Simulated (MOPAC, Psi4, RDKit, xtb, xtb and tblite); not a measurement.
Two geometries of SMILES OB(O)[SiH2][SiH2][SiH3] (H₉BO₂Si₃), relaxed at GFN2-xTB with one dihedral held; other torsions can differ between them too.

Structure A

```
15

O      2.7531     1.2628     0.9586
B      1.4963     1.0571     0.4648
O      0.4863     1.6406     1.1534
Si     0.8819    -0.3200    -0.8054
Si    -1.0842    -1.2446     0.0159
Si    -2.1424     0.0189     1.6395
H      3.4977     1.1663     0.3700
H      0.7461     2.2126     1.8795
H      0.6592     0.1831    -2.1754
H      1.9272    -1.3400    -1.0432
H     -0.8215    -2.5951     0.5520
H     -2.0156    -1.5236    -1.0922
H     -1.3610     0.1052     2.8774
H     -3.4350    -0.5458     2.0514
H     -2.4377     1.3865     1.2104
```

Structure B

```
15

O     -2.9715     0.8923     1.1061
B     -1.7000     0.5231     0.7886
O     -0.9303     0.0784     1.8093
Si    -0.7939     0.5384    -0.9629
Si     1.2948    -0.4489    -0.7611
Si     2.0238    -0.7487     1.4140
H     -3.5353     1.2099     0.4040
H     -1.3432     0.0658     2.6758
H     -0.6841     1.9115    -1.5013
H     -1.6194    -0.0948    -2.0151
H      1.3015    -1.7466    -1.4634
H      2.2943     0.3236    -1.5218
H      1.2893    -1.7945     2.1290
H      3.4340    -1.1574     1.4880
H      1.9413     0.4760     2.2138
```

### Question
Which is lower in energy at the level PBE0-D3(BJ)/def2-TZVP // GFN2-xTB (Psi4), and by how much?

### Answer
B is lower, by 10.82 kJ/mol (dihedral H7–O1–B2–Si4: 40° in A, 0° in B).

E(B) − E(A) in kJ/mol at the other levels, on the same two geometries: GFN2-xTB (xtb and tblite) -10.01; PBE0/def2-TZVP // GFN2-xTB (Psi4) -10.93; PBE/def2-TZVP // GFN2-xTB (Psi4) -10.24; PBE-D3(BJ)/def2-TZVP // GFN2-xTB (Psi4) -10.15; UFF // GFN2-xTB (RDKit) 11.65; PM3, restricted, heats of formation // GFN2-xTB (MOPAC) -8.01; PM7, restricted, heats of formation // GFN2-xTB (MOPAC) -5.72; GFN1-xTB // GFN2-xTB (xtb) -9.69.
